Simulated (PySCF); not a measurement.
**Polarisability and C₆ of N (nitrogen, neutral)**

[He] 2s2 2p3, high-spin 4S determinant. Computed with PySCF 2.14 in dyall-av2z (11s7p2d, 42 functions), with the non-relativistic Hamiltonian (point nucleus). Coupled (time-dependent) response in atomic units; α is the mean over directions. A double-zeta set is small for polarisabilities.

```json
{"method": "UHF", "mean α (bohr³)": "6.829", "C₆ (like pair)": "22.08", "S(−4)": "26.09"}
{"method": "PBE", "mean α (bohr³)": "7.463", "C₆ (like pair)": "25.33", "S(−4)": "31.20"}
{"method": "PBE0", "mean α (bohr³)": "7.150", "C₆ (like pair)": "23.97", "S(−4)": "27.26"}
{"method": "revPBE", "mean α (bohr³)": "7.487", "C₆ (like pair)": "25.45", "S(−4)": "31.47"}
{"method": "CAM-B3LYP", "mean α (bohr³)": "7.061", "C₆ (like pair)": "23.63", "S(−4)": "26.11"}
```

S(−4) is the Cauchy moment in α(ω) = α(0) + S(−4) ω² + …

Reference α: 7.4 ± 0.2 bohr³ (recommended; Schwerdtfeger and Nagle, table of static dipole polarizabilities (2023 update)). Published C₆: 24.20 (Chu and Dalgarno (2004); Tang, Norbeck and Certain (1976)).

α(iu) at PBE:

```
u (hartree)  α(iu) (bohr³)
          0          7.463
     0.0500          7.386
      0.100          7.171
      0.200          6.480
      0.300          5.686
      0.500          4.295
      0.750          3.057
       1.00          2.236
       1.50          1.310
       2.00         0.8516
       3.00         0.4406
       5.00         0.1805
```

A single London oscillator, α(iu) = α/(1 + u²/ω²), gives C₆ = (3/4) ω α². Matching the computed C₆ needs ω = 4 × 25.33 / (3 × 7.463²) = 0.606 hartree.
